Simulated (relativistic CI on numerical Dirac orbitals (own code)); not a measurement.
# Ne⁴⁺: calculation against measurement

Computed by Dirac-Coulomb-Breit CI, orbitals from a KLI potential per configuration, model QED (radiative potential, 1s self-energy scaled to tabulated hydrogen-like ionisation energies), valence Slater integrals scaled by 0.85, P86 correlation energy added to each configuration (own radial code, finite nucleus).

Configuration list (outside the closed core 1s2): 2s2 2p2, 2s 2p3, 2p4, 2s2 2p 3s, 2s2 2p 3p, 2s2 2p 3d, 2p3 3s, 2p3 3p, 2s 2p2 3s, 2p3 3d, 2s2 2p 4s, 2s 2p2 3p, 2s2 2p 4p, 2s2 2p 4d, 2s2 2p 4f, 2s 2p2 3d. Levels of other configurations are missing.

```
Configuration  Term (tabulated)  J  Measured (cm⁻¹)  Computed  Error  Purity (%)
      2s2 2p2                3P  0              0.0         0      0          99
      2s2 2p2                3P  1            412.4       410     -2          99
      2s2 2p2                3P  2           1110.1      1100    -10          99
      2s2 2p2                1D  2          30291.5     28381  -1911          99
      2s2 2p2                1S  0          63913.6     56448  -7465          96
       2s 2p3               3D°  3         175834.0    179515   3681         100
       2s 2p3               3D°  2         175905.0    179588   3683         100
       2s 2p3               3D°  1         175927.0    179616   3689         100
       2s 2p3               3P°  0         208193.0    207361   -832         100
       2s 2p3               1D°  2         270564.0    268743  -1821          99
    2s2 2p 3s               3P°  0         596254.0    595381   -873          96
    2s2 2p 3s               3P°  1         596626.0    595759   -867          96
    2s2 2p 3s               3P°  2         597523.0    596656   -867          96
    2s2 2p 3s               1P°  1         605231.0    604122  -1109          96
    2s2 2p 3d               3F°  2         690000.0    691599   1599          69
    2s2 2p 3d               1D°  2         690691.0    692501   1810          68
    2s2 2p 3d               3D°  1         698231.0    698658    427          95
    2s2 2p 3d               3D°  2         698382.0    698813    431          93
    2s2 2p 3d               3D°  3         698735.0    699129    394          96
    2s2 2p 3d               3P°  2         701765.0    701356   -409          92
    2s2 2p 3d               3P°  1         702074.0    701696   -378          94
    2s2 2p 3d               1P°  1         702412.0    710637   8225          96
    2s2 2p 3d               3P°  0         702459.0    701876   -583          96
    2s2 2p 3d               1F°  3         709956.0    710757    801          96
    2s 2p2 3p               3S°  1         737160.0    742780   5620          98
    2s 2p2 3p               3P°  0         765440.0    768472   3032          99
    2s 2p2 3p               3P°  1         765640.0    768601   2961          99
    2s 2p2 3p               3P°  2         766000.0    768851   2851          99
    2s 2p2 3d                5P  3         798633.0    801269   2636          98
    2s 2p2 3d                5P  2         798804.0    801549   2745          98
    2s 2p2 3d                5P  1         799011.0    801721   2710          99
    2s 2p2 3d                3P  2         800820.0    804485   3665          99
    2s 2p2 3d                3P  1         801310.0    804890   3580          99
    2s 2p2 3d                3P  0         801550.0    805093   3543          99
    2s2 2p 4s               1P°  1         805284.0    815482  10198          94
    2s 2p2 3d                3F  2         805570.0    810145   4575         100
    2s 2p2 3d                3F  3         805940.0    810503   4563         100
    2s 2p2 3d                3F  4         806390.0    810971   4581         100
    2s 2p2 3p               1F°  3         825080.0    830375   5295          98
    2s2 2p 4d               1D°  2         838623.0    848843  10220          81
    2s2 2p 4d               1F°  3         846487.0    857862  11375          98
    2s 2p2 3d                3S  1         883150.0    888116   4966          96
    2s 2p2 3d                1F  3         887280.0    879590  -7690          94
```

Measured levels from NIST levels in Podobedova, Fuhr, Reader and Wiese, J. Phys. Chem. Ref. Data 33, 525 (2004); pairs were made by configuration, J and term (by order where the table uses no LS term), so strongly mixed levels may be paired wrongly.

Mean error by configuration (cm⁻¹): 2s2 2p2 -2347; 2s 2p3 1680; 2s2 2p 3s -929; 2s2 2p 3d 1232; 2s 2p2 3p 3952; 2s 2p2 3d 2716; 2s2 2p 4s 10198; 2s2 2p 4d 10798. Over the excited levels the mean absolute error is 3302 cm⁻¹ (42 of the 44 excited levels that our extract of the source holds in range could be paired, and the others can miss by more), and the median relative error of those above 1,000 cm⁻¹ is 0.44 %.
